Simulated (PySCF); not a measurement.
CH5O, SMILES C[OH2+], charge +1. Atoms are numbered in the order given.

```xyz
7

C     -0.7968    -0.0180     0.0000
O      0.7186     0.0866     0.0000
H     -1.1043     0.5054     0.8985
H     -1.1043     0.5054    -0.8985
H     -1.0631    -1.0701     0.0000
H      1.1518    -0.2629     0.8022
H      1.1518    -0.2629    -0.8022
```
Charge +1, spin multiplicity 1.

Geometry optimised at B3LYP-D3(BJ)/def2-TZVP. The isomer is the one that the SMILES or the coordinates give; other isomers of the formula were not compared.

Level of theory: PBE0/pcJ-1 (PySCF).

Isotropic couplings with Fermi-contact, spin-dipole and both spin-orbit terms, one fixed conformer, no vibrational averaging. Isotopes: 13C, 1H.

```
pair   bonds apart  J (Hz)
-----  -----------  ------
C1–H3            1     [?]
C1–H4            1     [?]
C1–H5            1     [?]
H3–H4            2   -14.1
H3–H5            2    -9.7
H4–H5            2    -9.7
H6–H7            2     [?]
H3–H6            3     0.9
H3–H7            3    10.9
H4–H6            3    10.9
H4–H7            3     0.9
H5–H6            3    -0.6
H5–H7            3    -0.6
```

Task: What belongs in the gaps? (The exact figures need the calculation; the answer reports its results.)

Result: 
- C1–H3, J (Hz): 163.7
- C1–H4, J (Hz): 163.7
- C1–H5, J (Hz): 162.4
- H6–H7, J (Hz): -4.1
